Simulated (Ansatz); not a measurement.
Basis-set extrapolation for `O/C=C/B(O)Cl` (PBE0-D4/def2-TZVP geometry, frozen core, Ansatz 0.2.0). Multiplicity 1, RHF reference.

```csv
,def2-TZVPP,def2-QZVPP
HF,-712.192379,-712.216390
MP2 correlation,-1.075574,-1.161037
CCSD(T) correlation,-1.156774,not run
```

Energies in hartree. Use E(X) = E(∞) + A·exp(−7.88·√X) for Hartree–Fock and E(X) = E(∞) + B·X^(−2.97) for correlation, with X = 3 and 4, and add CCSD(T) minus MP2 of the smaller set to the MP2 limit.

Q: What is the CCSD(T) energy at the basis-set limit?

A: HF limit: -712.216390 + (-0.024011) × 0.13774 = -712.21970. MP2 limit: -1.161037 + (-0.085463) × 0.74074 = -1.22434. Higher-order term: -1.156774 − (-1.075574) = -0.08120. Total: -713.52524 hartree, 110.5 kcal/mol below CCSD(T)/def2-TZVPP.
